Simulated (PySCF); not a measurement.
**A small calculation by hand: dipole moment from atomic charges**

Zn(F)(SeH) (FHSeZn), SMILES [F][Zn][SeH]. Atoms are numbered in the order given.

```xyz
4

Zn    -0.0008     0.8649     0.0000
F      0.0034     2.6258     0.0000
Se    -0.0423    -1.4152     0.0000
H      1.4307    -1.4632     0.0000
```
Charge 0, spin multiplicity 1.

Coordinates come from a B3LYP-D3(BJ)/def2-TZVP optimisation. Other conformers were not sampled.

Charges (e) from PBE0/def2-TZVPD in PySCF:

```csv
atom,IAO,ESP fit
Zn1,1.348,0.753
F2,-0.805,-0.497
Se3,-0.612,-0.350
H4,0.068,0.094
```

The dipole moment of the full density is 1.83 D.

Q: What dipole moment does each set of point charges give, and which comes closer to that of the density?

A: 
μ = Σ q r, and 1 e Å = 4.8032 D.
IAO: Σ q r = (0.119, -0.181, 0.000) e Å, |μ| = 1.04 D.
ESP fit: Σ q r = (0.147, -0.296, 0.000) e Å, |μ| = 1.59 D.
ESP fit comes closer in size. Point charges leave out the atoms' own dipoles (lone pairs, polarised bonds); fits to the potential absorb them, partitions of the density don't.
